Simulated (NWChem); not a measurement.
System: C₃H₇NS; SMILES C/N=C\SC

Here is an NWChem input.

```
start job
memory heap 200 mb stack 900 mb global 1100 mb
geometry units angstroms
  C     -2.248046     0.461322    -0.489780
  N     -1.461860     0.695360     0.684308
  C     -0.260876     0.366898     0.737954
  S      0.697065    -0.414314    -0.536174
  C      2.290388    -0.537798     0.327097
  H     -1.822114     0.978619    -1.354075
  H     -3.255360     0.828202    -0.302854
  H     -2.283106    -0.605235    -0.729681
  H      0.301817     0.558623     1.639751
  H      2.175338    -1.149930     1.216922
  H      2.983623    -1.010813    -0.360815
  H      2.643105     0.457202     0.583351
end
basis spherical
  * library 6-31g*
end
dft
  xc b3lyp
  iterations 150
end
driver
  maxiter 120
end
task dft optimize
task dft freq
```

Output (shortened):

```
             Northwest Computational Chemistry Package (NWChem) 7.3.0
             --------------------------------------------------------

 CS  symmetry detected

                             Geometry "geometry" -> ""
                             -------------------------

 Output coordinates in angstroms (scale by  1.889725989 to convert to a.u.)

  No.       Tag          Charge          X              Y              Z
 ---- ---------------- ---------- -------------- -------------- --------------
    1 C                    6.0000    -0.53821092    -2.29267667     0.00000000
    2 N                    7.0000     0.71916235    -1.60685067     0.00000000
    3 C                    6.0000     0.78010229    -0.36209604     0.00000000
    4 S                   16.0000    -0.57898697     0.77992921     0.00000000
    5 C                    6.0000     0.34855561     2.34160397     0.00000000
    6 H                    1.0000    -1.12780255    -2.02657374     0.88189781
    7 H                    1.0000    -0.34143389    -3.36295820     0.00000000
    8 H                    1.0000    -1.12780255    -2.02657374    -0.88189781
    9 H                    1.0000     1.74573979     0.12180882     0.00000000
   10 H                    1.0000     0.96148446     2.40043305    -0.89485913
   11 H                    1.0000    -0.38469638     3.14153047     0.00000000
   12 H                    1.0000     0.96148446     2.40043305     0.89485913

 Effective nuclear repulsion energy (a.u.)     220.9890916207

      Symmetry information
      --------------------

 Group name             Cs
 Group number              2
 Group order               2
 No. of unique centers    10

                                Z-matrix (autoz)
                                --------

 Units are Angstrom for bonds and degrees for angles

[...]

      ----------------------
      Optimization converged
      ----------------------

  Step       Energy      Delta E   Gmax     Grms     Xrms     Xmax
  ---- ---------------- -------- -------- -------- -------- --------
@    4    -571.44629018 -8.8D-07  0.00012  0.00003  0.00069  0.00145
                                     ok       ok       ok       ok

                                Z-matrix (autoz)
                                --------

 Units are Angstrom for bonds and degrees for angles

      Type          Name      I     J     K     L     M      Value     Gradient
      ----------- --------  ----- ----- ----- ----- ----- ---------- ----------
    1 Stretch                  1     2                       1.45534   -0.00001
    2 Stretch                  1     6                       1.10015   -0.00001
    3 Stretch                  1     7                       1.09325   -0.00001
    4 Stretch                  1     8                       1.10015   -0.00001
    5 Stretch                  2     3                       1.26532    0.00005
    6 Stretch                  3     4                       1.79451   -0.00012
    7 Stretch                  3     9                       1.09343   -0.00007
    8 Stretch                  4     5                       1.83057    0.00006
    9 Stretch                  5    10                       1.09293   -0.00001
   10 Stretch                  5    11                       1.09240   -0.00000
   11 Stretch                  5    12                       1.09293   -0.00001
   12 Bend                     1     2     3               119.13730   -0.00001
   13 Bend                     2     1     6               111.45992    0.00001
   14 Bend                     2     1     7               109.53160    0.00000
   15 Bend                     2     1     8               111.45992    0.00001
   16 Bend                     2     3     4               126.97050    0.00003
   17 Bend                     2     3     9               119.44484   -0.00006
   18 Bend                     3     4     5                99.60785    0.00000
   19 Bend                     4     3     9               113.58467    0.00003
   20 Bend                     4     5    10               111.12903    0.00001
   21 Bend                     4     5    11               106.61878   -0.00001
   22 Bend                     4     5    12               111.12903    0.00001
   23 Bend                     6     1     7               108.36851   -0.00001
   24 Bend                     6     1     8               107.54397   -0.00001
   25 Bend                     7     1     8               108.36851   -0.00001
   26 Bend                    10     5    11               108.84708   -0.00000
   27 Bend                    10     5    12               110.15622   -0.00001
   28 Bend                    11     5    12               108.84708   -0.00000
   29 Torsion                  1     2     3     4           0.00000    0.00000
   30 Torsion                  1     2     3     9         180.00000    0.00000
   31 Torsion                  2     3     4     5         180.00000   -0.00000
   32 Torsion                  3     2     1     6         -60.08437   -0.00000
   33 Torsion                  3     2     1     7         180.00000    0.00000
   34 Torsion                  3     2     1     8          60.08437    0.00000
   35 Torsion                  3     4     5    10          61.52551    0.00000
   36 Torsion                  3     4     5    11         180.00000    0.00000
   37 Torsion                  3     4     5    12         -61.52551   -0.00000
   38 Torsion                  5     4     3     9           0.00000    0.00000

                         Geometry "geometry" -> "geometry"
                         ---------------------------------

 Output coordinates in angstroms (scale by  1.889725989 to convert to a.u.)

[...]

 Rotational Constants
 --------------------
 A=   0.396162 cm-1  (  0.569977 K)
 B=   0.072505 cm-1  (  0.104316 K)
 C=   0.062751 cm-1  (  0.090283 K)

 Temperature                      =   298.15K
 frequency scaling parameter      =   1.0000

 Zero-Point correction to Energy  =   61.410 kcal/mol  (  0.097863 au)
 Thermal correction to Energy     =   65.364 kcal/mol  (  0.104165 au)
 Thermal correction to Enthalpy   =   65.956 kcal/mol  (  0.105108 au)

 Total Entropy                    =   79.483 cal/mol-K
   - Translational                =   39.354 cal/mol-K (mol. weight =  89.0299)
   - Rotational                   =   26.284 cal/mol-K (symmetry #  =        1)
   - Vibrational                  =   13.846 cal/mol-K

 Cv (constant volume heat capacity) =   20.265 cal/mol-K
   - Translational                  =    2.979 cal/mol-K
   - Rotational                     =    2.979 cal/mol-K
   - Vibrational                    =   14.306 cal/mol-K

[normal modes left out]

 ----------------------------------------------------------------------------
 Normal Eigenvalue ||           Projected Infra Red Intensities
  Mode   [cm**-1]  || [atomic units] [(debye/angs)**2] [(KM/mol)] [arbitrary]
 ------ ---------- || -------------- ----------------- ---------- -----------
    1      -25.757 ||    0.000238           0.005         0.232       0.135
    2       -0.000 ||    0.000008           0.000         0.008       0.004
    3       -0.000 ||    0.000259           0.006         0.252       0.147
    4        0.000 ||    0.000256           0.006         0.249       0.145
    5        0.000 ||    0.000398           0.009         0.388       0.225
    6        0.000 ||    0.000210           0.005         0.205       0.119
    7        0.000 ||    0.000305           0.007         0.297       0.173
    8       76.460 ||    0.001310           0.030         1.277       0.742
    9      103.221 ||    0.001601           0.037         1.561       0.907
   10      179.321 ||    0.004919           0.113         4.796       2.786
   11      257.616 ||    0.000173           0.004         0.168       0.098
   12      470.639 ||    0.010913           0.252        10.639       6.181
   13      542.841 ||    0.001360           0.031         1.326       0.770
   14      716.644 ||    0.003610           0.083         3.519       2.045
   15      774.458 ||    0.082769           1.910        80.687      46.880
   16      859.765 ||    0.004912           0.113         4.788       2.782
   17      987.301 ||    0.026242           0.605        25.582      14.864
   18      990.751 ||    0.005287           0.122         5.154       2.995
   19     1007.921 ||    0.011664           0.269        11.370       6.606
   20     1124.263 ||    0.001495           0.034         1.457       0.847
   21     1171.800 ||    0.006785           0.157         6.614       3.843
   22     1366.591 ||    0.034698           0.801        33.825      19.653
   23     1395.699 ||    0.003159           0.073         3.079       1.789
   24     1457.563 ||    0.034715           0.801        33.842      19.663
   25     1503.974 ||    0.008251           0.190         8.043       4.673
   26     1510.875 ||    0.013445           0.310        13.107       7.615
   27     1511.772 ||    0.004542           0.105         4.428       2.572
   28     1531.215 ||    0.007808           0.180         7.612       4.423
   29     1719.734 ||    0.209970           4.844       204.689     118.928
   30     3009.529 ||    0.029959           0.691        29.206      16.969
   31     3062.105 ||    0.028128           0.649        27.421      15.932
   32     3071.867 ||    0.023407           0.540        22.819      13.258
   33     3120.650 ||    0.020668           0.477        20.148      11.706
   34     3129.176 ||    0.038588           0.890        37.618      21.856
   35     3157.615 ||    0.008803           0.203         8.582       4.986
   36     3166.213 ||    0.004735           0.109         4.616       2.682
 ----------------------------------------------------------------------------

 ===============================================================================
      Negative Nuclear Hessian Mode    1  Eigenvalue =    -25.76 cm**(-1)
 -------------------------------------------------------------------------------
   Raw step length:  0.462 angstroms ;  The Raw step for this mode is:
    1 C                    6.0000     0.00000022     0.00000081    -0.03531841
    2 N                    7.0000     0.00000027     0.00000031     0.01859921
    3 C                    6.0000    -0.00000016     0.00000028     0.03784926
    4 S                   16.0000    -0.00000040    -0.00000021     0.01488505
    5 C                    6.0000     0.00000050    -0.00000092    -0.04662730
    6 H                    1.0000     0.08167047    -0.19493256     0.07846546
    7 H                    1.0000    -0.00000037     0.00000105    -0.27848020
    8 H                    1.0000    -0.08166943     0.19493440     0.07846572
    9 H                    1.0000    -0.00000041     0.00000065     0.08403920
   10 H                    1.0000    -0.05867663     0.00125061    -0.08671541
   11 H                    1.0000     0.00000103    -0.00000069     0.00535495
   12 H                    1.0000     0.05867757    -0.00125307    -0.08671530

  Geometry after  100.0% step for mode  1; Step length =  0.462 angstroms
   Maximum component (any atom: x,y, or z) displacement:  0.526
    1 C                    6.0000    -0.54231843    -2.29744620    -0.03531841
    2 N                    7.0000     0.75847749    -1.64480827     0.01859921
    3 C                    6.0000     0.81352313    -0.38068347     0.03784926
    4 S                   16.0000    -0.57188123     0.75988799     0.01488505
    5 C                    6.0000     0.33941591     2.34749951    -0.04662730
    6 H                    1.0000    -1.04939019    -2.21646363     0.96592637
    7 H                    1.0000    -0.40695823    -3.38228171    -0.27848020
    8 H                    1.0000    -1.21273009    -1.82659667    -0.80899519
    9 H                    1.0000     1.78819798     0.11489941     0.08403920
   10 H                    1.0000     0.89839987     2.44846890    -0.98284636
   11 H                    1.0000    -0.41289194     3.13956911     0.00535495
   12 H                    1.0000     1.01575406     2.44596522     0.80941566

  Geometry after -100.0% step for mode  1; Step length =  0.462 angstroms
   Maximum component (any atom: x,y, or z) displacement:  0.526
    1 C                    6.0000    -0.54231886    -2.29744781     0.03531841
    2 N                    7.0000     0.75847695    -1.64480889    -0.01859921
    3 C                    6.0000     0.81352346    -0.38068404    -0.03784926
    4 S                   16.0000    -0.57188044     0.75988841    -0.01488505
    5 C                    6.0000     0.33941492     2.34750134     0.04662730
    6 H                    1.0000    -1.21273113    -1.82659852     0.80899545
    7 H                    1.0000    -0.40695749    -3.38228380     0.27848020
    8 H                    1.0000    -1.04939123    -2.21646547    -0.96592663
    9 H                    1.0000     1.78819879     0.11489810    -0.08403920
   10 H                    1.0000     1.01575312     2.44596769    -0.80941555
   11 H                    1.0000    -0.41289400     3.13957048    -0.00535495
   12 H                    1.0000     0.89839893     2.44847136     0.98284625

  Geometry after   50.0% step for mode  1; Step length =  0.231 angstroms
   Maximum component (any atom: x,y, or z) displacement:  0.263
    1 C                    6.0000    -0.54231854    -2.29744660    -0.01765921
    2 N                    7.0000     0.75847736    -1.64480842     0.00929960
    3 C                    6.0000     0.81352321    -0.38068361     0.01892463
    4 S                   16.0000    -0.57188103     0.75988809     0.00744252
    5 C                    6.0000     0.33941567     2.34749997    -0.02331365
    6 H                    1.0000    -1.09022542    -2.11899735     0.92669364
    7 H                    1.0000    -0.40695804    -3.38228223    -0.13924010
    8 H                    1.0000    -1.17189537    -1.92406387    -0.84822805
    9 H                    1.0000     1.78819818     0.11489908     0.04201960
   10 H                    1.0000     0.92773818     2.44784360    -0.93948866
   11 H                    1.0000    -0.41289246     3.13956945     0.00267747
   12 H                    1.0000     0.98641528     2.44659176     0.85277331

  Geometry after  -50.0% step for mode  1; Step length =  0.231 angstroms
   Maximum component (any atom: x,y, or z) displacement:  0.263
    1 C                    6.0000    -0.54231875    -2.29744741     0.01765921
    2 N                    7.0000     0.75847709    -1.64480874    -0.00929960
    3 C                    6.0000     0.81352338    -0.38068390    -0.01892463
    4 S                   16.0000    -0.57188064     0.75988831    -0.00744252
    5 C                    6.0000     0.33941517     2.34750089     0.02331365
    6 H                    1.0000    -1.17189590    -1.92406479     0.84822818
    7 H                    1.0000    -0.40695767    -3.38228328     0.13924010
    8 H                    1.0000    -1.09022595    -2.11899827    -0.92669377
    9 H                    1.0000     1.78819859     0.11489842    -0.04201960
   10 H                    1.0000     0.98641481     2.44659299    -0.85277325
   11 H                    1.0000    -0.41289348     3.13957014    -0.00267747
   12 H                    1.0000     0.92773771     2.44784483     0.93948861

  Geometry after   38.0% step for mode  1; Step length =  0.176 angstroms
   Maximum component (any atom: x,y, or z) displacement:  0.200
    1 C                    6.0000    -0.54231856    -2.29744670    -0.01342264
    2 N                    7.0000     0.75847732    -1.64480846     0.00706857
    3 C                    6.0000     0.81352323    -0.38068365     0.01438448
    4 S                   16.0000    -0.57188099     0.75988812     0.00565701
    5 C                    6.0000     0.33941561     2.34750008    -0.01772055
    6 H                    1.0000    -1.10002208    -2.09561453     0.91728144
    7 H                    1.0000    -0.40695800    -3.38228236    -0.10583545
    8 H                    1.0000    -1.16209885    -1.94744692    -0.85764028
    9 H                    1.0000     1.78819823     0.11489900     0.03193881
   10 H                    1.0000     0.93477664     2.44769358    -0.92908685
   11 H                    1.0000    -0.41289258     3.13956953     0.00203513
   12 H                    1.0000     0.97937670     2.44674207     0.86317510

  Geometry after  -38.0% step for mode  1; Step length =  0.176 angstroms
   Maximum component (any atom: x,y, or z) displacement:  0.200
    1 C                    6.0000    -0.54231873    -2.29744731     0.01342264
    2 N                    7.0000     0.75847712    -1.64480870    -0.00706857
    3 C                    6.0000     0.81352336    -0.38068386    -0.01438448
    4 S                   16.0000    -0.57188068     0.75988828    -0.00565701
    5 C                    6.0000     0.33941523     2.34750078     0.01772055
    6 H                    1.0000    -1.16209925    -1.94744762     0.85764038
    7 H                    1.0000    -0.40695772    -3.38228315     0.10583545
    8 H                    1.0000    -1.10002247    -2.09561523    -0.91728154
    9 H                    1.0000     1.78819854     0.11489850    -0.03193881
   10 H                    1.0000     0.97937635     2.44674300    -0.86317506
   11 H                    1.0000    -0.41289336     3.13957005    -0.00203513
   12 H                    1.0000     0.93477629     2.44769452     0.92908681

  Geometry after   19.0% step for mode  1; Step length =  0.088 angstroms
   Maximum component (any atom: x,y, or z) displacement:  0.100
    1 C                    6.0000    -0.54231860    -2.29744685    -0.00671132
    2 N                    7.0000     0.75847727    -1.64480852     0.00353428
    3 C                    6.0000     0.81352326    -0.38068370     0.00719224
    4 S                   16.0000    -0.57188091     0.75988816     0.00282851
    5 C                    6.0000     0.33941551     2.34750025    -0.00886027
    6 H                    1.0000    -1.11554137    -2.05857280     0.90237117
    7 H                    1.0000    -0.40695793    -3.38228256    -0.05291772
    8 H                    1.0000    -1.14657975    -1.98448899    -0.87255059
    9 H                    1.0000     1.78819831     0.11489888     0.01596941
   10 H                    1.0000     0.94592657     2.44745594    -0.91260890
   11 H                    1.0000    -0.41289278     3.13956966     0.00101756
   12 H                    1.0000     0.96822660     2.44698018     0.87965303

  Geometry after  -19.0% step for mode  1; Step length =  0.088 angstroms
   Maximum component (any atom: x,y, or z) displacement:  0.100
    1 C                    6.0000    -0.54231869    -2.29744716     0.00671132
    2 N                    7.0000     0.75847717    -1.64480864    -0.00353428
    3 C                    6.0000     0.81352333    -0.38068381    -0.00719224
    4 S                   16.0000    -0.57188076     0.75988824    -0.00282851
    5 C                    6.0000     0.33941532     2.34750060     0.00886027
    6 H                    1.0000    -1.14657995    -1.98448935     0.87255064
    7 H                    1.0000    -0.40695779    -3.38228295     0.05291772
    8 H                    1.0000    -1.11554157    -2.05857315    -0.90237122
    9 H                    1.0000     1.78819846     0.11489863    -0.01596941
   10 H                    1.0000     0.96822642     2.44698065    -0.87965301
   11 H                    1.0000    -0.41289317     3.13956992    -0.00101756
   12 H                    1.0000     0.94592639     2.44745641     0.91260888
```

Level: B3LYP/6-31G* (spherical d). The optimisation ended at a saddle point (imaginary frequency).
